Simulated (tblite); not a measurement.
Start geometry of `[N+]([SiH2]O)(C)C` [radical] from a force field or distance geometry (Å):
```
atom  x, y, z in Å
C1    -1.1993   -1.0552    0.1075
N2    -0.3055   -0.1264    0.7837
C3    -0.7494    1.2218    0.7139
Si4    1.2827   -0.4078    0.0180
O5     2.4636    0.7336    0.4387
H6    -1.1072   -0.8076   -0.9813
H7    -2.2375   -0.9752    0.4724
H8    -0.8397   -2.1046    0.1853
H9    -1.7656    1.2792    0.2354
H10   -0.8630    1.7342    1.6962
H11   -0.0085    1.8199    0.1410
H12    1.0412   -0.3765   -1.4323
H13    1.6951   -1.7636    0.4836
H14    2.5923    0.8277    1.3958
```

Q: What comes out of this run: tblite 0.8.0, GFN2-xTB geometry optimisation, gas phase?

A: 
```
atom  x, y, z in Å
C1    -1.294   -1.014   -0.151
N2    -0.317   -0.084    0.259
C3    -0.759    1.178    0.703
Si4    1.419   -0.499    0.221
O5     2.049    0.895    0.685
H6    -1.843   -0.639   -1.025
H7    -2.052   -1.158    0.629
H8    -0.841   -1.969   -0.402
H9    -1.835    1.304    0.592
H10   -0.477    1.325    1.753
H11   -0.222    1.971    0.171
H12    1.665   -0.854   -1.171
H13    1.539   -1.579    1.193
H14    2.969    1.123    0.801
```

The energy falls by 28.9 kcal/mol over 120 L-BFGS steps, the largest force on an atom goes from 3.56 to 0.007 eV/Å, and the atoms move by 0.538 Å rms after alignment. The bond that changes most is Si4–O5 (ends: silicon bonded to N, O and 2 H; oxygen bonded to Si and H), which shortens by 0.096 Å. Bonds longer at the end by more than 0.005 Å: 0 of 13; shorter: 12. Among the angles that change most is C1–N2–Si4, from 104.3° to 120.9°. Among the dihedrals that turn most is H13–Si4–O5–H14, from -63° to 70°. Rotational constants go from 6690, 2813, 2140 to 6600, 2987, 2165 MHz. The orientation of the end geometry is arbitrary; only internal coordinates are fixed.

The run took 0.57 s wall on Arm Neoverse V1, one thread, on a shared host.

Its GFN2-xTB frequencies are all real (lowest 54 cm⁻¹). 2 starts were optimised and ended at 0.00 and 0.48 kcal/mol (GFN2-xTB); the lowest of these is shown.

One conformer stands for the species.

The numbers are calculated, not measured.
